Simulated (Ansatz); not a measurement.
The cluster Mg₂F₄. Charge 0, multiplicity 1. Geometry PBE0-D4/def2-SVP.

```tsv
atom	x (Å)	y (Å)	z (Å)
Mg1	-0.054	-0.286	-0.766
Mg2	0.113	0.586	1.578
F3	-0.979	1.236	0.224
F4	-0.386	-1.126	1.058
F5	-0.175	-0.895	-2.420
F6	1.481	0.485	0.325
```

Another isomer (singlet) lies 0.64 eV lower at PBE0-D4/def2-TZVP; other spin states weren't run for this one.

Task: Estimate the orbital energies around the gap (eV) in Ansatz with PBE-D4/def2-TZVP, r2SCAN-D4/def2-TZVP, r2SCANh-D4/def2-TZVP, PBE0-D4/def2-TZVP, BHLYP-D4/def2-TZVP.

Result: 
| orbital | PBE-D4/def2-TZVP | r2SCAN-D4/def2-TZVP | r2SCANh-D4/def2-TZVP | PBE0-D4/def2-TZVP | BHLYP-D4/def2-TZVP |
| --- | --- | --- | --- | --- | --- |
| HOMO−5 | -8.73 | -9.15 | -9.92 | -10.73 | -12.78 |
| HOMO−4 | -8.73 | -9.15 | -9.91 | -10.73 | -12.78 |
| HOMO−3 | -8.40 | -8.84 | -9.61 | -10.43 | -12.49 |
| HOMO−2 | -7.60 | -7.93 | -8.67 | -9.51 | -11.49 |
| HOMO−1 | -6.95 | -7.31 | -8.04 | -8.85 | -10.82 |
| HOMO | -6.95 | -7.31 | -8.04 | -8.85 | -10.82 |
| LUMO | -4.04 | -3.31 | -3.11 | -3.31 | -2.97 |
| LUMO+1 | -0.43 | 0.18 | 0.37 | 0.22 | 0.58 |
| LUMO+2 | -0.41 | 0.20 | 0.37 | 0.22 | 0.58 |
| LUMO+3 | -0.41 | 0.20 | 0.40 | 0.34 | 0.83 |
| LUMO+4 | 1.31 | 1.94 | 2.04 | 1.78 | 1.99 |
| LUMO+5 | 1.64 | 2.27 | 2.47 | 2.38 | 2.86 |
